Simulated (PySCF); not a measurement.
## Nuclear repulsion and electron count by hand

System: hydrogen peroxide (H2O2), singlet, geometry from GFN2-xTB. Level: DF-M062X/6-311++G** (PySCF). Sums are taken with unrounded values, so a last digit can differ.

Coordinates (Å):

```
atom         x         y         z
----  --------  --------  --------
O1    -0.02312   0.70996  -0.01256
O2     0.02312  -0.70996   0.01256
H3     0.91390   0.94248  -0.03263
H4    -0.91390  -0.94248   0.03263
```

**Question.** Work out the nuclear repulsion energy and the numbers of alpha and beta electrons.

**Answer.** In atomic units each pair adds Z_i Z_j / r_ij, with r in bohr (1 bohr = 0.529177 Å).
| pair | r (Å) | r (bohr) | Z_i Z_j | term (Eh) |
|---|---|---|---|---|
| O1-O2 | 1.4209 | 2.6851 | 64 | 23.8351 |
| O1-H3 | 0.9656 | 1.8248 | 8 | 4.3840 |
| O1-H4 | 1.8778 | 3.5485 | 8 | 2.2545 |
| O2-H3 | 1.8778 | 3.5485 | 8 | 2.2545 |
| O2-H4 | 0.9656 | 1.8248 | 8 | 4.3840 |
| H3-H4 | 2.6264 | 4.9633 | 1 | 0.2015 |
The sum is 37.3135 Eh; PySCF gives 37.3135 Eh. The atomic numbers add up to 18, so at charge +0 there are 18 electrons; multiplicity 1 means 0 unpaired, so 9 alpha and 9 beta.
